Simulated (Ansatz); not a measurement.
ZrIF₃. The state is a singlet with charge 0. Geometry relaxed at PBE0-D4/def2-SVP.

```xyz
5

Zr   -0.005    0.028    0.155
I     0.073   -0.455   -2.514
F    -1.679    0.759    0.626
F     1.355    1.248    0.626
F     0.255   -1.581    1.106
```

In the def2 sets I, Zr take a core potential; there is no spin–orbit coupling.

Problem. Estimate the harmonic wavenumbers at RKS PBE0-D4/def2-SVP (Ansatz, unscaled). Is this a minimum?

Solution. 107, 107, 141, 161, 161, 260, 695, 715, 715 cm⁻¹. Yes, no mode is imaginary beyond noise. Zero-point energy 18.3 kJ/mol. Hardware: 4 threads of Arm Neoverse V2 on a shared host. Wall time 39 s.
